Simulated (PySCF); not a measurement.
# Pb²⁺: excitation energy

Pb²⁺ [Xe] 4f14 5d10 6s2 (1S) → Pb²⁺ [Xe] 4f14 5d9 6s2 6p1 (high-spin determinant), as a difference of total energies. Computed with PySCF 2.14 in x2c-QZVPPall (16s10p9d6f1g, 142 functions), with scalar relativity by spin-free X2C-1e. Correlated levels: valence and next inner shell: [Kr] 4d10 4f14 frozen. The calculations carry no spin-orbit coupling.

```csv
method,excitation energy (eV)
UHF,20.724
LDA,21.432
PBE,21.242
PBE0,21.294
r2SCAN,21.368
MP2 (valence and next inner shell),21.679
SCS-MP2 (valence and next inner shell),21.583
```

Problem. How much does correlation contribute at MP2 (valence and next inner shell)?

Solution. 21.679 − (20.724) = 0.955 eV, measured against UHF.

A first-order spin-orbit estimate (lowest level to lowest level, LS coupling) adds -0.361 eV.

The basis was made for the ground configuration and has no added diffuse functions, so the excitation energy can come out too high.

The determinant of the upper state mixes LS terms, which raises its energy above the lowest term, most at the Hartree-Fock and MP2 levels.
